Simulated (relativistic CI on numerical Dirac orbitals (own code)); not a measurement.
Gd XXXVIII: q coefficients and field-shift factors

Calculated at this level of theory: Dirac-Coulomb-Breit CI, orbitals from a KLI potential per configuration, derivatives by finite differences, unscaled Slater integrals, QED left out (own radial code, finite nucleus).

Configuration list (outside the closed core [Ne]): 3s2.3p6.3d9, 3s2.3p5.3d10, 3s.3p6.3d10, 3s2.3p6.3d8.4s, 3s2.3p6.3d8.4p, 3s2.3p6.3d8.4d, 3s2.3p4.3d10.4s, 3s2.3p4.3d10.4p. Levels of other configurations are missing.

With x = (α/α₀)² − 1 an excitation energy changes as ω = ω₀ + qx; K = 2q/ω₀ is the relative enhancement. Terms are leading LS components, so labels can repeat. The field-shift factor is F = δν/δ⟨r²⟩ for the transition from the lowest level.

Lowest level 3s2.3p6.3d9 2D_5/2.

```tsv
Level	ω₀ (cm⁻¹)	q (cm⁻¹)	F (GHz/fm²)
3s2.3p6.3d9 2D_3/2	261383	262600	4.08
3s2.3p5.3d10 2P°_3/2	2790750	341600	15.9
3s2.3p5.3d10 2P°_1/2	4006435	1.749e+06	-80.5
3s.3p6.3d10 2S_1/2	5542545	1.952e+06	-2380
3s2.3p6.3d8.4s 4F_9/2	8586543	-773300	849
3s2.3p6.3d8.4s 2F_7/2	8606518	-771700	847
3s2.3p6.3d8.4s 2D_5/2	8652766	-774000	849
3s2.3p6.3d8.4s 2D_3/2	8661056	-770400	848
3s2.3p6.3d8.4s 4P_1/2	8775359	-750300	849
3s2.3p6.3d8.4s 4F_7/2	8842809	-511500	852
3s2.3p6.3d8.4s 4F_5/2	8847022	-509400	852
3s2.3p6.3d8.4s 4P_5/2	8904279	-506600	852
3s2.3p6.3d8.4s 4F_3/2	8908214	-504300	852
```

At this charge energies of transitions that change n are usually good to better than 1 %, and those within a shell (Δn = 0) to a few per cent.

Problem. Which transition from the lowest level has the largest |K|?

Solution. 3s2.3p6.3d9 2D_3/2 at 261383 cm⁻¹, K = 2.01.
